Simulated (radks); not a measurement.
Values are calculated unless marked as measured or tabulated.
Task: The mean radii <r> (bohr) of the occupied orbitals of an atom or ion are listed with their occupations. Code: a radial shooting solver on a logarithmic mesh with Libxc functionals. Model: scalar-relativistic Kohn-Sham, SCAN, spin-polarised, spherical densities, finite nucleus; meta-GGA in the generalised Kohn-Sham scheme; Fermi nuclear charge, rms radius of each element as measured or else 0.836 A^(1/3) + 0.57 fm.

| orbital | occ. | <r> |
|---|---|---|
| 1s | 2 | 0.01579 |
| 2s | 2 | 0.06646 |
| 2p | 6 | 0.06054 |
| 3s | 2 | 0.1714 |
| 3p | 6 | 0.1737 |
| 3d | 10 | 0.1576 |
| 4s | 2 | 0.3769 |
| 4p | 6 | 0.4021 |
| 4d | 10 | 0.4224 |
| 5s | 2 | 0.8330 |
| 4f | 14 | 0.4410 |
| 5p | 6 | 0.9473 |
| 5d | 10 | 1.217 |
| 6s | 2 | 2.014 |

Name the element and its charge. Open shells, if any, are filled with parallel spins first.

Result: Z = 83, bismuth, charge +3: Bi3+ in [Hg]. The 1s radius gives Z: for a bare nucleus <r> = (2 gamma + 1)/(2Z) with gamma = sqrt(1 - (Z/c)^2), 0.01561 bohr for Z = 83, and screening makes it slightly larger (0.01579 here). The occupations add up to 80, and the charge is Z minus that.
